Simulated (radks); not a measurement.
Species: Pm3+. Configuration: [Xe] 4f1 5d1 6s2 (not the ground configuration). Calculated with a radial shooting solver on a logarithmic mesh with Libxc functionals: Dirac Kohn-Sham, PBE, spin-unpolarised, spherical densities, point nucleus; open shells fill j = l - 1/2 first. Some entries of the table are withheld. Estimate them.

| orbital | occ. | eigenvalue (Ry) | <1/r> (bohr^-1) |
|---|---|---|---|
| 1s1/2 | 2 | -3310.672 | 67.44 |
| 2s1/2 | 2 | (1) | 15.99 |
| 2p1/2 | 2 | -513.5593 | 15.97 |
| 2p3/2 | 4 | -472.4034 | 14.29 |
| 3s1/2 | 2 | -122.3828 | 5.802 |
| 3p1/2 | 2 | -110.1470 | 5.715 |
| 3p3/2 | 4 | -101.8770 | 5.295 |
| 3d3/2 | 4 | -80.62114 | 5.164 |
| 3d5/2 | 6 | -78.83219 | 5.059 |
| 4s1/2 | 2 | (2) | 2.442 |
| 4p1/2 | 2 | (3) | (4) |
| 4p3/2 | 4 | (5) | (6) |
| 4d3/2 | 4 | -13.91311 | 2.001 |
| 4d5/2 | 6 | -13.57140 | 1.968 |
| 5s1/2 | 2 | -6.38405 | 1.020 |
| 5p1/2 | 2 | -4.94233 | (7) |
| 5p3/2 | 4 | -4.60172 | (8) |
| 4f5/2 | 1 | -4.51325 | 1.565 |
| 4f7/2 | 0 | -4.46305 | 1.554 |
| 5d3/2 | 1 | -2.53954 | 0.6897 |
| 5d5/2 | 0 | -2.49537 | 0.6794 |
| 6s1/2 | 2 | -1.97057 | 0.4427 |

Answer. 
(1) 2s1/2 eigenvalue (Ry): -542.1370
(2) 4s1/2 eigenvalue (Ry): -28.20091
(3) 4p1/2 eigenvalue (Ry): -23.51573
(4) 4p1/2 <1/r> (bohr^-1): 2.341
(5) 4p3/2 eigenvalue (Ry): -21.64964
(6) 4p3/2 <1/r> (bohr^-1): 2.203
(7) 5p1/2 <1/r> (bohr^-1): 0.9293
(8) 5p3/2 <1/r> (bohr^-1): 0.8812
